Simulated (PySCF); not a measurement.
Dipole response of F⁺ (fluorine, charge +1)

[He] 2s2 2p4, high-spin 3P determinant. All numbers are calculated (PySCF 2.14, the spin-free X2C one-electron Hamiltonian (Gaussian nucleus), in dyall-av3z). Coupled (time-dependent) response in atomic units; α is the mean over directions.

```tsv
method	mean α (bohr³)	α xx, yy, zz	C₆ (like pair)	S(−4)
UHF	1.708	1.781, 1.561, 1.781	3.115	1.226
PBE	1.856	1.902, 1.765, 1.902	3.491	1.465
PBE0	1.802	1.857, 1.694, 1.857	3.357	1.366
BP86	1.854	1.900, 1.763, 1.900	3.488	1.450
BHandHLYP	1.755	1.813, 1.638, 1.813	3.239	1.275
```

S(−4) is the Cauchy moment in α(ω) = α(0) + S(−4) ω² + …

α(iu) at PBE:

| u (hartree) | α(iu) (bohr³) |
| --- | --- |
| 0 | 1.856 |
| 0.0500 | 1.853 |
| 0.100 | 1.842 |
| 0.200 | 1.801 |
| 0.300 | 1.738 |
| 0.500 | 1.575 |
| 0.750 | 1.353 |
| 1.00 | 1.150 |
| 1.50 | 0.8332 |
| 2.00 | 0.6197 |
| 3.00 | 0.3745 |
| 5.00 | 0.1761 |

A single London oscillator, α(iu) = α/(1 + u²/ω²), gives C₆ = (3/4) ω α². Matching the computed C₆ needs ω = 4 × 3.491 / (3 × 1.856²) = 1.35 hartree.

For an ion, C₆ is the dispersion term alone; charge-induced terms of lower order in 1/R come first.

The components differ because the open shell of this determinant is not spherical; for a pure term their mean is the scalar polarisability.
